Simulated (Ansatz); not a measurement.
Reactions of C₂H₆InN, SMILES `CC=[N][InH2]`.

Computed with Ansatz on PBE0-D4/def2-TZVP structures; ΔE is electronic, products minus reactants. CBS: MP2 limit from def2 TZ/QZ plus the TZ coupled-cluster correction, frozen cores. This one scheme is used for every species, atoms too. For atomizations the MP2-based limit and the directly extrapolated one differ by several kJ/mol either way, and by 10 to 25 for some Ge, Se and Sn compounds, so smaller differences from it don't rank the levels. Double bonds are as drawn, so ΔE can hold a change between cis and trans. No spin–orbit coupling; open shells (•) take unrestricted orbitals. Spin–orbit coupling would lower the free atoms: a little for C; strongly for In. def2 core potentials past Kr. Bonds to Br, In, Se are less sure, by a few kJ/mol each and by 10 to 20 or more in all where they break to atoms, as the def2 sets lack core-valence functions. Scalar relativity is left out up to krypton. One conformer a species, not always the lowest.

Q: Order these by ΔE at CCSD(T)/CBS, lowest first. (Estimate.)
A. `C/C=[N]\[InH2]` + H₂ → `C=[N][InH2]` + CH₄
B. `C/C=[N]\[InH2]` + `C[SeH]` → `C[Se][InH2]` + `CC=N`
C. `C/C=[N]\[InH2]` + `B1CO1` → `[InH2][CH]1BO1` + `CC=N`
D. `C/C=[N]\[InH2]` → 2 C• + 6 H• + In• + N•
E. `C/C=[N]\[InH2]` + HBr → `[Br][InH2]` + `CC=N`

A: E (-1.46 eV), B (-1.13 eV), A (-0.33 eV), C (+0.28 eV), D (+34.84 eV).

Largest T1 diagnostic: 0.017, for `C/C=[N]\[InH2]`.
